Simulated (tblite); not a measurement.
Compound: C5H6Cl2O.
SMILES with atom numbers: `[CH3:1][C:2](=[O:3])/[CH:4]=[C:5](/[Cl:6])[CH2:7][Cl:8]` (hydrogens: H9, H10, H11 on C1; H12 on C4; H13, H14 on C7)

Computed with GFN2-xTB (tblite), gas phase: Langevin dynamics at 300 K from the optimised GFN2-xTB geometry, time step 0.5 fs, friction 0.01 fs⁻¹, 2000 steps.

Start geometry:
```
atom  x, y, z in Å
C1     -2.400   -0.025    0.279
C2     -0.977   -0.441    0.011
O3     -0.637   -1.602   -0.038
C4     -0.069    0.704   -0.194
C5      1.264    0.632   -0.292
Cl6     2.175    2.077   -0.528
C7      2.087   -0.601   -0.183
Cl8     3.139   -0.478    1.266
H9     -2.435    0.631    1.146
H10    -3.016   -0.902    0.458
H11    -2.788    0.522   -0.578
H12    -0.544    1.671   -0.263
H13     1.450   -1.477   -0.063
H14     2.751   -0.712   -1.042
```

The statistics below take the 31 frames saved every 25 fs from 250 to 1000 fs; their kinetic temperature (all 3N coordinates) averages 318 K.

**Question.** Give the mean, spread and extremes of the bond lengths.

**Answer.** 
| bond | start (Å) | mean (Å) | standard deviation (Å) | shortest (Å) | longest (Å) |
| --- | --- | --- | --- | --- | --- |
| C1–C2 | 1.506 | 1.521 | 0.028 | 1.475 | 1.588 |
| C2=O3 | 1.211 | 1.213 | 0.023 | 1.164 | 1.265 |
| C2–C4 | 1.475 | 1.481 | 0.024 | 1.446 | 1.546 |
| C4=C5 | 1.339 | 1.343 | 0.022 | 1.288 | 1.383 |
| C5–Cl6 | 1.724 | 1.731 | 0.029 | 1.664 | 1.788 |
| C5–C7 | 1.486 | 1.490 | 0.037 | 1.408 | 1.559 |
| C7–Cl8 | 1.795 | 1.799 | 0.046 | 1.717 | 1.896 |
| C1–H9 | 1.088 | 1.089 | 0.033 | 1.026 | 1.151 |
| C1–H10 | 1.086 | 1.092 | 0.030 | 1.034 | 1.167 |
| C1–H11 | 1.088 | 1.089 | 0.025 | 1.035 | 1.156 |
| C4–H12 | 1.080 | 1.086 | 0.026 | 1.024 | 1.137 |
| C7–H13 | 1.090 | 1.094 | 0.029 | 1.033 | 1.147 |
| C7–H14 | 1.090 | 1.093 | 0.021 | 1.041 | 1.132 |

**Question.** Give the same statistics for bond angles, one of each kind among heavy atoms.

**Answer.** 
| angle | start (°) | mean (°) | standard deviation (°) | smallest (°) | largest (°) |
| --- | --- | --- | --- | --- | --- |
| C1–C2–O3 | 122.5 | 122.2 | 3.5 | 113.6 | 128.9 |
| C1–C2–C4 | 113.1 | 113.7 | 3.8 | 106.4 | 124.6 |
| O3–C2–C4 | 124.4 | 123.7 | 3.3 | 117.3 | 130.9 |
| C2–C4–C5 | 125.6 | 125.0 | 3.6 | 118.2 | 130.5 |
| C4–C5–Cl6 | 119.4 | 118.7 | 4.9 | 109.6 | 128.2 |
| C4–C5–C7 | 126.2 | 126.0 | 4.1 | 119.3 | 133.9 |
| Cl6–C5–C7 | 114.4 | 114.9 | 3.4 | 107.9 | 120.8 |
| C5–C7–Cl8 | 109.1 | 110.9 | 3.4 | 103.0 | 117.1 |

**Question.** How far does each atom move about its mean position (frames aligned on the start, all atoms weighted alike), and what rms force does it feel?

**Answer.** 
```
atom  rms displacement (Å)  rms force (eV/Å)
  C1                  0.09              2.07
  C2                  0.12              2.09
  O3                  0.24              1.71
  C4                  0.14              1.84
  C5                  0.11              1.99
 Cl6                  0.16              0.70
  C7                  0.09              1.78
 Cl8                  0.29              0.81
  H9                  0.45              1.15
 H10                  0.36              1.03
 H11                  0.43              0.94
 H12                  0.21              1.01
 H13                  0.27              1.04
 H14                  0.23              0.85
```

The displacements run from 0.09 to 0.45 Å, the largest at H9.

**Question.** Follow the torsions C1–C2–C4–C5 and C4–C5–C7–Cl8 through every second one of these frames.

**Answer.** 
```
t (fs)  C1–C2–C4–C5 (°)  C4–C5–C7–Cl8 (°)
   250              177              -141
   300              174              -141
   350              169              -141
   400              163              -136
   450              154              -135
   500              159              -133
   550              178              -119
   600              176              -120
   650              175              -122
   700              180              -128
   750             -166              -117
   800             -174              -128
   850              171              -133
   900              180              -116
   950              173              -109
  1000              165               -98
```

Largest departure from the start value over all these frames: C1–C2–C4–C5 22° (start 172°), C4–C5–C7–Cl8 32° (start -115°).

**Question.** How widely does the potential energy scatter, against a harmonic estimate?

**Answer.** Mean 0.48 eV above the start, standard deviation 0.088 eV, range 0.34 to 0.65 eV. For 36 classical harmonic modes at 300 K the canonical values are 36kT/2 = 0.47 eV and kT·√(36/2) = 0.110 eV.

The run is classical and short, so these are rough statistics of one trajectory.

What follows is the cost of the whole dynamics run. On one thread, Arm Neoverse V1 (aarch64), no GPU, shared host with 32 logical CPUs at a one-minute load of 8.7, this took 15 s wall and 0.18 GiB of memory at its peak.
